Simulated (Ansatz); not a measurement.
Ansatz (a first-principles code) input (CCSD(T)/def2-SVPD):

Ansatz 0.2 input:
```yaml
crystal:
  periodic: [false, false, false]
  atoms:
    - {symbol: Zn, position_ang: [-0.00000000, -0.00000000, -0.74981373]}
    - {symbol: Cl, position_ang: [0.00000000, 0.00000000, 1.32320071]}
basis:
  gaussian:
    orbitals: def2-SVPD
total_charge: 1
magnetization: {spin_polarized: false}
correlation: {method: ccsd_t, electrons: outside_noble_gas}
output: {forces: true}
```

End of the output:

```
560 factors; integrals over basis functions are off by at most 9.0e-4 eV
mean field: 0.16 GiB planned
mean field evaluation 1: about -60859.1408 eV, gradient 3.5e1 eV
mean field evaluation 2: about -60859.2454 eV, gradient 3.5e1 eV
mean field evaluation 4: about -60862.5874 eV, gradient 2.7e0 eV
mean field evaluation 8: about -60862.6211 eV, gradient 1.9e-1 eV
mean field evaluation 16: about -60861.6580 eV, gradient 1.9e1 eV
mean field -60862.62132086 eV, -2236.6600793751 hartree, gradient 2.8e-6 eV, S^2 0.000000; 0 other end points of the search recorded, 0 dependent functions left out
14 core orbitals not correlated
reference -60862.62132086 eV, -2236.6600793751 hartree; 9, 9 occupied and 38, 38 virtual orbitals, 560 factors
densities: 0.12 GiB planned
second order -11.47420455 eV of doubles, -0.00000000 eV of singles
coupled cluster: 0.10 GiB planned
cycle   1  -10.93191993 eV  change    5.4e-1 eV  update   8.4e-2
cycle   2  -11.21003877 eV  change   -2.8e-1 eV  update   2.9e-2
cycle   3  -11.25516415 eV  change   -4.5e-2 eV  update   1.5e-2
cycle   4  -11.24308065 eV  change    1.2e-2 eV  update   4.4e-3
cycle   5  -11.24113493 eV  change    1.9e-3 eV  update   2.2e-3
cycle   6  -11.24184909 eV  change   -7.1e-4 eV  update   6.9e-4
cycle   7  -11.24206172 eV  change   -2.1e-4 eV  update   3.0e-4
cycle   8  -11.24205384 eV  change    7.9e-6 eV  update   9.9e-5
cycle   9  -11.24208693 eV  change   -3.3e-5 eV  update   2.4e-5
cycle  10  -11.24208294 eV  change    4.0e-6 eV  update   7.6e-6
cycle  11  -11.24208255 eV  change    3.9e-7 eV  update   2.2e-6
perturbative correction -0.32236182 eV, -0.0118465785 hartree
the calculation of the forces begins
Total energy: -60874.18576523 eV, -2237.0850648670 hartree
Atom 0 at    -0.000000    -0.000000    -0.749814 Å, force     0.000000     0.000000    -0.529548 eV/Å
Atom 1 at     0.000000     0.000000     1.323201 Å, force    -0.000000     0.000000     0.529548 eV/Å
Dipole moment:    -0.000000     0.000000    -1.310278 e Å
```
